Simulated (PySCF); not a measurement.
Level of theory: PBE0 in PySCF with Ce def2-TZVP with ECP28, H def2-TZVP; scalar-relativistic core potentials, no spin–orbit coupling; density-fitted integrals. Open shells, if any, are unrestricted.

Task: What shape and geometry does isolated singlet CeH₄ take (every ligand bound to Ce)?

Result: Formally Ce is in oxidation state +4, with 0 electrons left for the f, d and s shells; the Mulliken f population is 0.73. The lowest minimum found is a singlet of Td symmetry with Ce–H 1.973 Å (×4); H–Ce–H 109.5° (×6). Its harmonic wavenumbers are 474 (t2), 595 (e), 1442 (t2), 1511 (a1) cm⁻¹ and its dipole moment is 0.00 D.

Stability towards spin polarisation was not tested. Only a few start shapes were tried, so a lower isomer may exist.
